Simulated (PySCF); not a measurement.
One formula, C3H8BrGeN, several structures.

PySCF, wB97X-D/def2-SVPD, density fitting, gas phase; each molecule at its own PBE0-D3(BJ)/def2-SVP geometry, one conformer. Singlet excitations by full TDDFT with frozen cores, triplets by Tamm–Dancoff TDDFT and ionisation energies by ΔSCF, from the lowest of the holes tried. 

Torsions of the conformers computed, which needn't be the lowest (atom-mapped SMILES):
- `[CH2:1]=[C:2]([CH3:3])[Ge@@H:4]([NH2:5])[Br:6]`: C1–C2–Ge4–N5 124°, H–N5–Ge4–C2 -64°, H–N5–Ge4–C2 64°
- `[CH2:1]=[CH:2][CH2:3][Ge@H:4]([NH2:5])[Br:6]`: C1–C2–C3–Ge4 -99°, C2–C3–Ge4–N5 51°, H–N5–Ge4–C3 -177°, H–N5–Ge4–C3 -48°
- `[NH2:1][Ge@H:2]([Br:3])[CH:4]1[CH2:5][CH2:6]1`: N1–Ge2–C4–C5 53°, H–N1–Ge2–Br3 -23°, H–N1–Ge2–Br3 -147°
- `[CH2:1]=[CH:2][CH2:3][NH:4][GeH2:5][Br:6]`: C1–C2–C3–N4 -2°, C2–C3–N4–Ge5 -104°, C3–N4–Ge5–Br6 -64°
- `[NH2:1][Ge:2]1([Br:3])[CH2:4][CH2:5][CH2:6]1`: H–N1–Ge2–Br3 173°, H–N1–Ge2–Br3 45°

Reference: `C=[C](C)[Ge@@H]([NH2])[Br]`, with HOMO energy -9.42 eV, LUMO energy 1.04 eV, lowest singlet excitation 6.02 eV, lowest triplet excitation 4.33 eV, mean polarisability 97.1 au, dipole moment 3.22 D and vertical ionisation energy 9.57 eV.

Changes against it:

```
                    molecule  Δ electronic energy (kcal/mol)  Δ HOMO energy (eV)  Δ LUMO energy (eV)  Δ lowest singlet excitation (eV)  Δ lowest triplet excitation (eV)  Δ mean polarisability (au)  Δ dipole moment (D)  Δ vertical ionisation energy (eV)
          C=CC[NH][GeH2][Br]                           +13.0               +0.32               +0.21                             +0.22                             +0.22                        -0.1                -1.11                              -0.41
[NH2][Ge]1([Br])[CH2]C[CH2]1                            -6.3               +0.30               +0.42                             +0.24                             +1.42                        -3.1                -0.26                              -0.33
```

Rows whose labels were lost:

```tsv
row	Δ electronic energy (kcal/mol)	Δ HOMO energy (eV)	Δ LUMO energy (eV)	Δ lowest singlet excitation (eV)	Δ lowest triplet excitation (eV)	Δ mean polarisability (au)	Δ dipole moment (D)	Δ vertical ionisation energy (eV)
P	-3.0	+0.24	+0.34	+0.51	-0.02	+0.8	-1.38	-0.23
Q	+3.0	-0.12	+0.39	+0.44	+1.79	-4.6	-0.74	+0.17
```

Which row belongs to which of `C=C[CH2][Ge@H]([NH2])[Br]` and `[NH2][Ge@H]([Br])[CH]1CC1`?

P = `C=C[CH2][Ge@H]([NH2])[Br]` and Q = `[NH2][Ge@H]([Br])[CH]1CC1`. P and Q are told apart most clearly by the lowest triplet excitation (-0.02 against +1.79 eV).

Which row has the smallest HOMO–LUMO gap and which the largest, and does the HOMO or the LUMO shift more there?

Smallest, counted from the reference: `C=CC[NH][GeH2][Br]`, -0.11 eV (HOMO +0.32, LUMO +0.21), the larger shift being that of the HOMO. Largest: Q, +0.51 eV (HOMO -0.12, LUMO +0.39), the larger shift being that of the LUMO.

Note: wB97X-D ran without an empirical dispersion term, which enters the total energy and its gradient alone.
